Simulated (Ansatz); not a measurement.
CH2AlN2, SMILES `N#[C][Al-][NH2]` (lower singlet) (charge -1, multiplicity 1). This singlet lies 1.47 eV below the relaxed triplet at the level frozen-core CCSD(T)/aug-cc-pVTZ // PBE0-D3(BJ)/def2-TZVPD (Ansatz, a program for electronic structure).

Cartesian coordinates (Å):
```xyz
6

N      2.6841    -0.3372    -0.5786
C      1.6461     0.1827    -0.5712
Al    -0.1095     1.3344    -0.6166
N     -1.1719    -0.1007    -0.1892
H     -2.1732    -0.0273    -0.0902
H     -0.8756    -1.0518    -0.0203
```
Charge -1, spin multiplicity 1.

Frozen-core energies in aug-cc-pVDZ from Ansatz at a geometry from PBE0-D3(BJ)/def2-TZVPD; the HF reference has <S^2> = 0.00 (restricted, and unstable towards unrestricted orbitals) and the T1 diagnostic is 0.017.

| level | energy (Ha) | difference from CCSDT(Q) (mHa) |
|---|---|---|
| HF | -389.92465 | 592.49 |
| MP2 | -390.46577 | 51.37 |
| CCSD | -390.48944 | 27.70 |
| CCSD(T) | -390.51400 | 3.15 |
| CCSDT | -390.51466 | 2.49 |
| CCSDT(Q) | -390.51714 | 0.00 |
